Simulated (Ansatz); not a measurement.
A nudged elastic band was laid between two geometries of CH5GaO + H2 (10 atoms, charge 0, multiplicity 1).

These are results of Ansatz, RKS PBE0/def2-SVP, not measurements.

- movable images: 9
- climbing image: yes
- spring: 5.0 eV/Å²
- optimiser: quadratic models (default)
- start path: through a guess of the saddle point
- force threshold: 0.03 eV/Å
- iteration limit: 60
- end points: relaxed

Initial state:

```xyz
10
Properties=species:S:1:pos:R:3
Ga 0.031 -0.022 0.278
C -0.134 0.327 2.205
H -1.097 -0.022 2.607
H 0.680 -0.153 2.769
H -0.069 1.412 2.388
H 1.327 -0.243 -0.567
O -1.436 -0.010 -0.755
H -2.266 0.141 -0.293
H 0.185 -2.779 0.424
H 0.098 -2.658 1.172
```

Final state:

```xyz
10
Properties=species:S:1:pos:R:3
Ga -0.033 -0.751 -0.589
C 0.020 -0.182 2.742
H -0.973 -0.012 3.179
H 0.785 -0.150 3.529
H 0.232 0.608 2.007
H 1.265 0.110 -0.656
O -1.513 0.173 -0.984
H -2.325 -0.344 -0.974
H -0.181 -2.285 -0.294
H 0.042 -1.174 2.266
```

Question: What changes between the two ends?

Answer: Bonds broken: Ga1–C2, H9–H10. Bonds formed: Ga1–H9, C2–H10. CH5GaO + H2 becomes CH4 + GaH3O.

Question: What energy profile does the band end with?

Answer: The run converged. The highest image is number 5 of 0 to 10, 1.50 eV above the first end and 1.94 eV above the last; the last end lies 0.44 eV below the first. The profile has 2 maxima (images 1, 5) with wells between them (image 3): this band takes more than one step, which may be the mechanism or a detour left from its start path. A structure lower than the first end lies on the path between it and the top, so the climb from that side starts below the end, which may itself be a saddle point or a shallow side well. A structure lower than the last end lies on the path between it and the top, so the climb from that side starts below the end, which may itself be a saddle point or a shallow side well. Neighbouring images differ by up to 1.5 eV, so the band resolves the path poorly. A vibrational analysis at the climbing image gives one clearly imaginary mode, 1456i cm⁻¹: a first-order saddle point. The orbitals stay closed-shell, which can raise the energy where a bond breaks towards radicals; this wasn't checked here.

```
image  path coordinate (Å)  energy (eV)  Ga1–C2 (Å)  H9–H10 (Å)  Ga1–H9 (Å)
    0                 0.00         0.00        1.97        0.76        2.77
    1                 0.86         0.06        1.96        0.76        2.77
    2                 1.73         0.06        1.96        0.76        2.78
    3                 2.59        -0.01        1.96        0.76        2.72
    4                 3.46         0.22        1.97        0.77        2.24
    5                 4.32         1.50        2.16        1.10        1.77
    6                 5.17        -0.03        2.63        1.89        1.58
    7                 6.03        -0.42        2.95        2.38        1.57
    8                 6.88        -0.47        3.25        3.05        1.57
    9                 7.73        -0.45        3.30        2.82        1.57
   10                 8.59        -0.44        3.38        2.80        1.57
```

Question: What is the geometry of the highest image?

Answer: 
```xyz
10
Properties=species:S:1:pos:R:3
Ga -0.029 -0.525 0.145
C -0.018 -0.061 2.250
H -0.469 -0.636 3.077
H 1.013 0.192 2.533
H -0.633 0.848 2.151
H 1.361 -0.458 -0.532
O -1.588 0.167 -0.417
H -1.784 -0.004 -1.343
H -0.309 -2.146 0.791
H -0.224 -1.382 1.573
```

Time of the run: 6.8 min on 2 threads of Arm Neoverse V1 (shared host), peak memory 0.2 GiB.
